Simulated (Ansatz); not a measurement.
Job for Ansatz (a first-principles code): U-r2SCAN/def2-TZVPP on C2H2N (SMILES [CH2]C#N), 2S+1 = 2, atoms moved off the minimum.

Ansatz 0.2 input:
```yaml
crystal:
  periodic: [false, false, false]
  atoms:
    - {symbol: C, position_ang: [-1.23571725, -0.04937942, -0.01412323]}
    - {symbol: C, position_ang: [0.23840762, -0.00611459, -0.05192374]}
    - {symbol: N, position_ang: [1.40556050, -0.05774799, 0.03705805]}
    - {symbol: H, position_ang: [-1.68002573, 0.90568679, 0.03120163]}
    - {symbol: H, position_ang: [-1.75562003, -0.88826384, 0.03832925]}
basis:
  gaussian:
    orbitals: def2-TZVPP
hamiltonian:
  xc: {name: r2SCAN}
magnetization: {spin_polarized: true, initial_magnetization: 1}
output: {forces: true}
```

The log:

```
WARN ansatz: RAYON_NUM_THREADS=1 ignored (pool sized by the plan → 1); use --threads N
Functional definition: r2SCAN
integrals: 0.03 GiB planned
633 factors; their error is unknown
mean field: 0.38 GiB planned
mean field evaluation 1: about -3588.7608 eV, gradient 3.3e1 eV
mean field evaluation 2: about -3583.1181 eV, gradient 4.7e1 eV
mean field evaluation 4: about -3593.3950 eV, gradient 2.0e0 eV
mean field evaluation 8: about -3593.4258 eV, gradient 1.8e-1 eV
mean field evaluation 16: about -3593.4137 eV, gradient 7.3e-4 eV
mean field -3593.41368500 eV, -132.0555172203 hartree, gradient 2.8e-5 eV, S^2 0.770557; 0 other end points of the search recorded, 0 dependent functions left out
the calculation of the forces begins
reference -3593.41369454 eV, -132.0555175711 hartree; 11, 10 occupied and 110, 111 virtual orbitals, 633 factors
Total energy: -3593.41369454 eV, -132.0555175711 hartree
Atom 0 at    -1.235717    -0.049379    -0.014123 Å, force     5.568672     3.536888    -0.353529 eV/Å
Atom 1 at     0.238408    -0.006115    -0.051924 Å, force    -2.047521    -0.862315     0.460413 eV/Å
Atom 2 at     1.405560    -0.057748     0.037058 Å, force    -0.842491     0.236239    -0.264273 eV/Å
Atom 3 at    -1.680026     0.905687     0.031202 Å, force    -0.690840     0.794613    -0.002093 eV/Å
Atom 4 at    -1.755620    -0.888264     0.038329 Å, force    -1.987821    -3.705426     0.159483 eV/Å
Dipole moment:    -0.747158     0.008594    -0.005832 e Å
```

The run converged.

Cost: roughly 5 core-seconds.
